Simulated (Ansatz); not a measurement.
Start from `[CH3][V](=[NH])([F])[Cl]` and change one element to get `[CH3][Nb](=[NH])([F])[Cl]`.

Ansatz, PBE0-D4/def2-TZVP geometries, multiplicity 1. Each molecule was computed in one conformer, which needn't be the lowest.

Elements past krypton have def2 core potentials. Scalar relativity is left out up to krypton.

```tsv
property	`[CH3][V](=[NH])([F])[Cl]`
LUMO energy (PBE/def2-TZVPP) / eV	-4.08
HOMO–LUMO gap (PBE/def2-TZVPP) / eV	3.16
zero-point energy (PBE0-D4/def2-TZVP) / kJ/mol	139.0
HOMO–LUMO gap (PBE0/def2-TZVPP) / eV	5.62
size of the dipole moment (ωB97M-V/def2-TZVPP) / D	2.40
LUMO energy (PBE0/def2-TZVPP) / eV	-3.00
```

Problem. What does the change do to each property? (Best estimate.)

Solution. Computed: 
```json
{"property": "LUMO energy (PBE/def2-TZVPP) / eV", "`[CH3][Nb](=[NH])([F])[Cl]`": "-2.99", "shift": "1.09"}
{"property": "HOMO–LUMO gap (PBE/def2-TZVPP) / eV", "`[CH3][Nb](=[NH])([F])[Cl]`": "4.04", "shift": "0.88"}
{"property": "zero-point energy (PBE0-D4/def2-TZVP) / kJ/mol", "`[CH3][Nb](=[NH])([F])[Cl]`": "136.9", "shift": "-2.1"}
{"property": "HOMO–LUMO gap (PBE0/def2-TZVPP) / eV", "`[CH3][Nb](=[NH])([F])[Cl]`": "6.25", "shift": "0.63"}
{"property": "size of the dipole moment (ωB97M-V/def2-TZVPP) / D", "`[CH3][Nb](=[NH])([F])[Cl]`": "1.52", "shift": "-0.88"}
{"property": "LUMO energy (PBE0/def2-TZVPP) / eV", "`[CH3][Nb](=[NH])([F])[Cl]`": "-2.13", "shift": "0.87"}
```

With PBE0 the HOMO rises by 0.24 eV and the LUMO rises by 0.87 eV, so the gap widens by about 0.63 eV. PBE moves the HOMO by 0.22 eV and ωB97M-V by 0.23 eV. Dipoles are sizes alone; their direction can turn.
